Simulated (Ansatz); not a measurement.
## Errors in the atomisation enthalpy at 298 K

10 molecules with halogens; the atomisation enthalpy at 298 K in kJ/mol, computed less measured. Shapes, held fixed at every level: PBE0-D4/def2-TZVP. Flexible molecules stand in one conformer, not always the lowest. Thermal terms are harmonic and unscaled (PBE0-D4/def2-TZVP); the spin-orbit lowering of the free atoms is taken from their spectra. Programs: Ansatz 0.2.0. Measured values: Active Thermochemical Tables, CRC Handbook of Chemistry and Physics, NIST-JANAF tables.

Levels: A = PBE-D4/def2-TZVPP; B = wB97X-V/def2-TZVPP; C = B2PLYP/def2-TZVPP.

```tsv
molecule	from tabulated heats	A	B	C
HCl (hydrogen chloride)	431	-4	-6	-11
BBr2Cl (dibromo(chloro)borane)	1187	+61	-2	-22
B(OH)F2	2280	+66	-5	-8
CBrClF2 (SMILES FC(F)(Cl)Br)	1551	+111	+1	-42
SO2F2 (sulfuryl fluoride)	1693	+122	-3	-50
C2H3Br (vinyl bromide)	2126	+63	-11	-24
C2Br2F4 (1,2-dibromotetrafluoroethane)	2764	+212	+29	-44
C2H4F2 (1,1-difluoroethane)	2965	+84	+6	-28
C3H5Cl (2-chloropropene)	3383	+87	-8	-40
C3H5Cl3 (1,2,3-trichloropropane)	3787	+109	+4	-69
```

Q: Sum up the errors.

A: 
```tsv
level	kind	mean error	mean absolute error	worst case
PBE-D4/def2-TZVPP	GGA	+91.1	91.9	C2Br2F4
wB97X-V/def2-TZVPP	range-separated hybrid	+0.5	7.5	C2Br2F4
B2PLYP/def2-TZVPP	double hybrid	-33.8	33.8	C3H5Cl3
```

On this set wB97X-V/def2-TZVPP has the smallest mean absolute error and PBE-D4/def2-TZVPP the largest. PBE-D4/def2-TZVPP is too high in 9 of 10; B2PLYP/def2-TZVPP is too low in 10 of 10. The heats of SO2F2, C3H5Cl, C3H5Cl3 come from older tables and can be uncertain by 10 kJ/mol or more. The molecules' own spin-orbit binding is left out, so errors for heavy halides read too negative. Heats of the atoms come from ATcT where it has them, that of boron, 570 kJ/mol, from recent work. With so many references in doubt the order of the levels isn't settled. The tabulated values of BBr2Cl, B(OH)F2, C2Br2F4 are in doubt (older tables, estimates, or at odds with other calculations) and kept here. Over the 7 molecules whose values aren't doubted the mean absolute errors are A 82.9; B 5.6; C 37.7. Relativity is left out for Br. Outer-core shells of Br are correlated, in sets that cover them unevenly. The set is small.
